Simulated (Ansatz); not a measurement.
Isolated molecules relaxed with PBE0-D4/def2-TZVP in Ansatz; ΔE leaves out vibrations. CCSD(T)/CBS adds triple-zeta CCSD(T) − MP2 to the extrapolated MP2 energy (def2 sets, frozen cores). DFT in def2-TZVPP. Each species was taken in one conformer, which may not be the lowest.

`CBN([SiH3])[SiH3]` + `C=C=C(O)Cl` → `C=C=C(Cl)O[SiH3]` + `CBN[SiH3]`  (ligand exchange at the Si–N bond)

`CBN([SiH3])[SiH3]`:

Cartesian coordinates in Å:
```
C -0.616 0.583 2.105
B -0.158 -0.446 1.022
N 0.118 -0.179 -0.345
Si 0.589 -1.594 -1.270
Si 0.041 1.357 -1.175
H -0.743 1.613 1.770
H -1.561 0.244 2.545
H 0.101 0.577 2.935
H -0.019 -1.599 1.365
H 1.855 -2.169 -0.754
H 0.792 -1.155 -2.678
H -0.475 -2.627 -1.235
H -0.272 2.453 -0.228
H -1.002 1.309 -2.232
H 1.348 1.631 -1.825
```

`C=C=C(O)Cl`:

```xyz
8

C    -1.637    0.482   -0.262
C    -0.411    0.089   -0.095
C     0.801   -0.349    0.083
O     1.585   -0.027    1.133
Cl    1.506   -1.479   -1.038
H    -1.879    1.349   -0.872
H    -2.469   -0.039    0.205
H     2.505   -0.026    0.847
```

`C=C=C(Cl)O[SiH3]`:

Cartesian coordinates in Å:
```
C -2.411 -0.217 -1.405
C -1.383 -0.306 -0.616
C -0.367 -0.406 0.191
Cl 0.095 -1.970 0.812
O 0.368 0.625 0.626
Si 2.012 0.630 0.913
H -2.311 -0.311 -2.483
H -3.411 -0.043 -1.016
H 2.732 0.000 -0.221
H 2.342 2.067 1.022
H 2.334 -0.071 2.177
```

`CBN[SiH3]`:

Cartesian coordinates in Å:
```
C 1.559 -0.572 -0.221
B 0.609 0.443 -0.945
N -0.695 0.712 -0.490
Si -1.493 0.018 0.896
H 1.858 -1.362 -0.919
H 1.148 -1.054 0.670
H 2.490 -0.071 0.068
H 0.987 1.025 -1.928
H -1.233 1.380 -1.021
H -1.618 -1.457 0.772
H -2.850 0.618 0.964
H -0.762 0.318 2.154
```

CCSD(T)/CBS gives -46.0 kJ/mol.

Task: Another level gave -42.4 kJ/mol. Which?
A. BLYP-D4/def2-TZVPP
B. HF/def2-TZVPP
C. CAM-B3LYP/def2-TZVPP
D. PBE0-D4/def2-TZVPP

Result: D. PBE0-D4 -42.4, HF/def2-TZVPP -58.6, BLYP-D4 -49.7, CAM-B3LYP -54.4 kJ/mol.

Largest T1 diagnostic among the species: 0.012.

Leaving LDA and LC-ωPBE aside and taking each functional with its dispersion term where it has one, the values, not all of them listed here, spread over 11.9 kJ/mol, from CAM-B3LYP-D4 to revPBE-D4. In def2-TZVPP, CCSD(T) changes the Hartree–Fock value by +12.8 kJ/mol (the triples alone add +1.8 kJ/mol) and MP2 by +11.8 kJ/mol. The D4 term adds +3.6 kJ/mol with B3LYP and +2.0 kJ/mol with PBE0; it sums over pairs of atoms, weighted by their polarisabilities, and B3LYP, whose exchange is more repulsive, gets the larger term.

B3LYP here is the variant with VWN-RPA as its local correlation; programs differ in this.
